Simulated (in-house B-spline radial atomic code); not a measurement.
## Kr⁺: [Ar] (3d3/2)4 (3d5/2)5 4s2 (4p1/2)1 (4p3/2)4 (6f7/2)1 (an excited or competing configuration)

Level of theory: Dirac-Hartree-Fock, average of the jj configuration, Fermi nucleus of rms radius 4.1884 fm; calculated with an all-electron radial atomic-structure program (B-spline basis).

Screening seen three ways: the hydrogenic charge with the same mean radius, Z_r = [3n² - l(l+1)]/(2<r>), the one with the same energy, Z_e = n√(-2ε), and Slater's rules. Values are occupation-weighted means over j. An effective charge above Z reflects the relativistic contraction of the inner shells.

```tsv
shell	electrons	ε (eV)	<r> (bohr)	Z_r	Z_e	Slater
1s	2	-14456	0.04147	36.17	32.60	35.70
2s	2	-2005	0.1827	32.85	24.28	31.85
2p	6	-1772.5	0.16	31.26	22.83	31.85
3s	2	-343.63	0.5224	25.84	15.08	24.75
3p	6	-266.45	0.5316	23.51	13.28	24.75
3d	9	-140.93	0.5367	19.56	9.66	15.20
4s	2	-57.205	1.469	16.34	8.20	9.45
4p	5	-37.629	1.677	13.72	6.65	9.45
6f	1	-1.5222	23.76	2.02	2.01	2.00
```

The least bound orbital is 6f7/2 at -1.522 eV, and it is also the most diffuse (<r> = 23.76 bohr). The part-filled 3d shell lies below the filled 4s shell in orbital energy.

For the 1s electron the small component carries 1.71 % of the norm, the zero-frequency Breit interaction raises the level by 23.63 eV, self-energy by 12.52 eV, and vacuum polarisation lowers it by 1.302 eV.

The density falls to 0.001 bohr⁻³ at 3.473 bohr; Σ<r²> = 667.74 bohr² gives, by the non-relativistic formula and without the paramagnetism of open shells, a Langevin diamagnetic susceptibility of -528.8×10⁻⁶ cm³/mol.
